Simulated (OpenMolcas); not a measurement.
# What dynamic correlation does to the levels of Au I

| Quantity | Value |
| --- | --- |
| Program | OpenMolcas 26.06 |
| Basis | ANO-RCC-VDZP [7s6p4d2f] |
| Scalar Hamiltonian | DKH2, point nucleus |
| Active space | 11 electrons in 9 orbitals (RAS2 5d 6s; RAS3 6p, at most 2 electrons) |
| State averaging | 2S+1 = 2 even, 6 roots |
| Spin-orbit coupling | state interaction with AMFI integrals over the reference wave functions, term energies averaged over their components |

Methods on the same reference wave functions:
A. RASSCF
B. SS-RASPT2, IPEA 0.25 Eh, imaginary shift 0.1 Eh (closed shells correlated: 5s 5p)

Energies in cm⁻¹ above 5d¹⁰ 6s ²S_1/2, the measured ground level; measured values from NIST Handbook of Basic Atomic Spectroscopic Data.

```
         Level      A      B  Measured
5d¹⁰ 6s ²S_1/2    0.0    0.0       0.0
5d⁹ 6s² ²D_5/2   1136   8842      9161
5d⁹ 6s² ²D_3/2  13466  21172     21435
```

Deviations, from unrounded energies. A percentage is the sum of absolute deviations over the sum of measured energies, with the sign that they share, or ± where signs differ.

```tsv
Against measurement	Levels	A	B
mean absolute deviation (cm-1)	2	8000	290
other configurations (%)	2	-52.3	-1.9
```

B lies closest to measurement on these levels. The largest miss of B in the table is 5d⁹ 6s² ²D_5/2, by -320 cm-1. The ranking rests on the paired levels alone, and a cruder setting can come out closer through cancelling errors.

The lowest spin-free term lies below A's lowest term by 0.411 hartree in B.

A single d shell beside an s shell can misplace configurations of different d count against each other. Without dynamic correlation excited terms often stand tens of per cent too high (terms of higher spin than the ground term too low), and those without a measured partner can miss by more than the paired ones (holds for A). Measured partners are found by configuration, term and J. A level has none where our copy of the source lacks it or the pairing is in doubt (some pairs that miss far off the trend of their configuration count as doubtful), and it then counts in no deviation. Only configurations of the active space appear.
